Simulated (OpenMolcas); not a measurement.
P III: the spin-orbit constant, worked from levels

| Quantity | Value |
| --- | --- |
| Program | OpenMolcas |
| Basis | ANO-RCC-VTZP [5s4p2d1f] |
| Scalar Hamiltonian | DKH2, point nucleus |
| Active space | 3 electrons in 8 orbitals (3s 3p 4s 4p) |
| State averaging | 2S+1 = 4 odd, 1 root; 2S+1 = 2 odd, 11 roots; 2S+1 = 4 even, 3 roots; 2S+1 = 2 even, 9 roots |
| Spin-orbit coupling | RASSI with atomic mean-field integrals over the reference wave functions, term energies averaged over their components |

Methods: CASSCF; MS-CASPT2, IPEA 0.25 Eh, imaginary shift 0.1 Eh (closed shells correlated: 2s 2p). Measured levels: Martin, Zalubas and Musgrove, J. Phys. Chem. Ref. Data 14, 751 (1985).

**The spin-orbit constant.** For the Hund term ²P° of p1, E(J) = (A/2) J(J+1) + constant and ζ = 2S·A = A. From J = 1/2 to J = 3/2 the energy changes by 1.5 A.

```csv
Source,E(3/2) - E(1/2),A,ζ
CASSCF,487.2,324.8,325
MS-CASPT2,492.2,328.1,328
measured,559.1,372.7,373
```

All in cm-1. MS-CASPT2 is off by -12.0 % and CASSCF by -12.9 %. Both methods take the spin-orbit matrix elements from the reference wave functions, so the second can move ζ only through the term energies and any multistate remixing.

Over all roots computed the reference weight is 0.86 to 0.99 in MS-CASPT2; the roots of lowest weight are the least certain, and an intruder state may touch them. The run also gave levels led by 3s² 4p, which use shells meant for correlation; these and all levels above them are left out. Measured partners are found by configuration, term and J. A level has none where our copy of the source lacks it or the pairing is in doubt (some pairs that miss far off the trend of their configuration count as doubtful), and it then counts in no deviation. Only configurations of the active space appear.

° marks odd parity.
